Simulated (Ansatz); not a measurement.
**Abstraction of H: MgH(SH) + B(SiH2)(SiH3)2 → MgSH + B(SiH3)3**

Species: MgH(SH), singlet; B(SiH2)(SiH3)2, doublet; MgSH `[Mg][SH]`, doublet; B(SiH3)3, singlet. A radical takes H: the energy is the difference in strength between the Mg–H bond broken and the Si–H bond made.

Shapes, held fixed at every level: PBE0-D4/def2-TZVP. Programs: Ansatz 0.2.0. The zero-point and thermal change to 298 K, harmonic and unscaled (PBE0-D4/def2-TZVP), is +6.7 kJ/mol.

**Question.** Estimate ΔH(298 K) of this reaction.

**Answer.** The highest level, CCSD(T)/def2-TZVPP, gives ΔH(298 K) = -26.1 kJ/mol; the levels span -51.9 to -19.9. The column of differences is taken from that level and isn't an error. No measured value is set beside it here. Open shells run unrestricted. Outer-core shells of Mg are correlated, in sets that cover them unevenly. Times are processor times on shared x86 and Arm servers, and rough.

```tsv
level	kind	ΔH(298 K) (kJ/mol)	less CCSD(T)/def2-TZVPP	CPU time (sum over the molecules)
HF/def2-TZVPP	Hartree–Fock	-51.9	-25.8	–
SPW92/def2-TZVPP	LDA	-25.3	+0.8	25 s
PBE-D4/def2-TZVPP	GGA	-20.9	+5.2	35 s
r2SCAN-D4/def2-TZVPP	meta-GGA	-19.9	+6.2	57 s
B3LYP-D4/def2-TZVPP	global hybrid	-23.9	+2.2	58 s
r2SCAN0-D4/def2-TZVPP	global hybrid	-22.4	+3.7	68 s
CCSD(T)/def2-TZVPP	coupled cluster or CI	-26.1	0.0	6.7 min
```
